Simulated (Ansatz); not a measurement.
Geometry optimisation, RKS B3LYP-D4/def2-SVP (Ansatz 0.2.0).

Input file:

```yaml
crystal:
  periodic: [false, false, false]
  atoms:
    - { symbol: Ga, position_ang: [0.0, 0.0, 0.0] }
    - { symbol: H, position_ang: [0.0, 0.0, 1.92] }
    - { symbol: O, position_ang: [1.5501, 0.0, -0.895] }
    - { symbol: H, position_ang: [1.85, -0.9519, -1.0499] }
    - { symbol: H, position_ang: [-1.3596, 0.0, -0.785] }
    - { symbol: F, position_ang: [0.0896, 1.8959, 0.6306] }
    - { symbol: H, position_ang: [0.048, 1.0157, 1.7717] }
basis:
  gaussian: { orbitals: def2-SVP }
hamiltonian:
  xc: b3lyp
  dispersion: d4
relax:
  f_tol: 0.15
  max_steps: 25
  restrain:
    - { distance: [0, 5], at: 1.7, k: 30.0 }
    - { distance: [6, 1], at: 0.66, k: 30.0 }
    - { distance: [0, 1], at: 2.77, k: 30.0 }
    - { distance: [6, 5], at: 2.12, k: 30.0 }
output:
  orbitals: {}
```

Command:

```bash
$ ansatz run input.yaml --threads 2 --pin off --max-ram 3072MiB --backend cpu --events-out ev --progress --plain --runs-dir out
```

Q: Where does it end, and by what steps?

A: The run converged. The restraints hold the end off the free minimum. After 6 steps the energy has fallen by 1.568 eV (the restraints' own energy left out); Ga1 moved furthest, 0.63 Å. Joined: H2–H7 (1.03 → 0.72 Å).

```json
{"step": "0", "energy less start (eV)": "0.0000", "largest force component (eV/Å)": "2.759", "accepted": "yes"}
{"step": "1", "energy less start (eV)": "-0.6346", "largest force component (eV/Å)": "3.590", "accepted": "yes"}
{"step": "2", "energy less start (eV)": "-1.1827", "largest force component (eV/Å)": "2.133", "accepted": "yes"}
{"step": "3", "energy less start (eV)": "-1.4218", "largest force component (eV/Å)": "2.369", "accepted": "yes"}
{"step": "4", "energy less start (eV)": "-1.5497", "largest force component (eV/Å)": "1.443", "accepted": "yes"}
{"step": "5", "energy less start (eV)": "-1.5987", "largest force component (eV/Å)": "0.778", "accepted": "no"}
{"step": "6", "energy less start (eV)": "-1.5680", "largest force component (eV/Å)": "1.665", "accepted": "yes"}
```

```xyz
7
Properties=species:S:1:pos:R:3
Ga 0.011 0.465 -0.422
H 0.027 0.056 2.318
O 1.661 -0.118 -0.734
H 1.728 -0.975 -1.172
H -1.344 -0.198 -0.781
F 0.066 2.013 0.349
H 0.030 0.717 2.034
```

Time of the run: 12 s on 2 threads of Arm Neoverse V1, with other jobs on the host, peak memory 0.16 GiB.
